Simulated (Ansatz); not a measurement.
The molecule SiN-, closed-shell singlet (lowest of 2S+1 = 1, 3, 5 at CCSD(T)/def2-TZVPP on PBE0 minima; our sources give no spin for the ground state, which may be another).

Seven points along R, fitted to fifth degree in 1/R; most abundant isotopes. In def2 and cc sets the state is the lowest found near the PBE0 minimum, followed along R. The singlet is held restricted. HF and MP2 rows in def2 and cc sets belong to the determinant that coupled cluster picked by its CCSD energy.

Correlated levels freeze the cores. CBS: X⁻³ extrapolation of the correlation energy, Hartree–Fock from the larger set.

Programs: Ansatz (Gaussian orbitals). Each number belongs to the level named beside it.

### Question
What bond length and harmonic frequency does HF/aug-cc-pV(5+d)Z give?

### Answer
r_e = 1.549 Å, ω_e = 1335 cm⁻¹.

### Question
What bond length and harmonic frequency does wB97X-V/def2-TZVPP give?

### Answer
r_e = 1.571 Å, ω_e = 1251 cm⁻¹.

### Question
What bond length and harmonic frequency does CCSD(T)/CBS(aug-cc-pV(Q+d)Z, aug-cc-pV(5+d)Z) give?

### Answer
r_e = 1.596 Å, ω_e = 1140 cm⁻¹.

Doubts at one or more of the structures used: a restricted determinant that unrestricted orbitals would lower (HF/aug-cc-pV(5+d)Z, CCSD(T)/CBS(aug-cc-pV(Q+d)Z, aug-cc-pV(5+d)Z)).

Ansatz is a first-principles code.
